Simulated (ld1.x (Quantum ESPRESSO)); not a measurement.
# What the settings do to the ultrasoft potential of selenium (Se)

Base potential:

| Quantity | Value |
| --- | --- |
| Element | selenium |
| Generator | ld1.x (Quantum ESPRESSO) 7.5 |
| Type | ultrasoft |
| Functional | PBE |
| Relativity | scalar-relativistic |
| Frozen core | [Ar] 3d10 |
| Valence charge | 6 |
| Reference configuration | 4s1.5 4p4.5 |
| Partial waves | 4s (bound): rcut 1.30, rcutus 1.70 bohr; 4s channel at -0.65 Ry: rcut 1.30, rcutus 1.70 bohr; 4p (bound): rcut 1.35, rcutus 1.80 bohr; 4p channel at 1.85 Ry: rcut 1.35, rcutus 1.80 bohr; 4d channel at 0.4 Ry: rcut 1.50, rcutus 1.75 bohr |
| Local potential | all-electron potential smoothed inside 1.65 bohr (lloc = -1) |
| Core correction | none |
| Augmentation charge | PSQ, inside the norm-conserving radii |

All-electron outer shells of the reference configuration (PBE, scalar-relativistic, ld1.x):

```tsv
shell	level (eV)	outermost node (bohr)	outermost maximum (bohr)
3p	-153.80	0.21	0.50
3d	-53.93	–	0.45
4s	-17.71	0.70	1.51
4p	-6.82	0.74	1.80
```

Cutoffs, loose and tight: the cutoffs (Ry, on a coarse ladder) from which the occupation-weighted sum of valence levels, in a spherical-Bessel basis at the reference potential, stays within 10 and 1 mRy of its value at 400 Ry. They do not see the model core or the augmentation charge, which bear on the density cutoff. Test errors are all-electron minus pseudo excitation energies from the reference, over the configurations 4s2 4p4; 4s2 4p3; 4s2 4p2; 4s1 4p5; 4s1 4p4; 4s0 4p6; 4s2 4p3.5. A dash means not determined; rows that change the core or the reference have their own tests.

| change | outcome | cutoff, loose | cutoff, tight | bound ghosts | largest test error (meV) |
| --- | --- | --- | --- | --- | --- |
| base | generated | 15 Ry | 25 Ry | none | +21 |
| core correction a·sin(br)/r model core inside 0.80 bohr | generated | 15 Ry | 25 Ry | none | -16 |
| core correction a·sin(br)/r model core inside 0.96 bohr | generated | 15 Ry | 25 Ry | none | -15 |
| core correction a·sin(br)/r model core inside 1.22 bohr | generated | 15 Ry | 25 Ry | none | -14 |
| core correction a·sin(br)/r model core inside 1.72 bohr | generated | 15 Ry | 25 Ry | none | -29 |
| core correction a·sin(br)/r model core inside 1.96 bohr | generated | 15 Ry | 25 Ry | none | -31 |

Question: What comes out with this change to the base: core correction a·sin(br)/r model core inside 1.50 bohr?

Answer: outcome: generated; cutoff, loose: 15 Ry; cutoff, tight: 25 Ry; bound ghosts: none; largest test error (meV): -21.
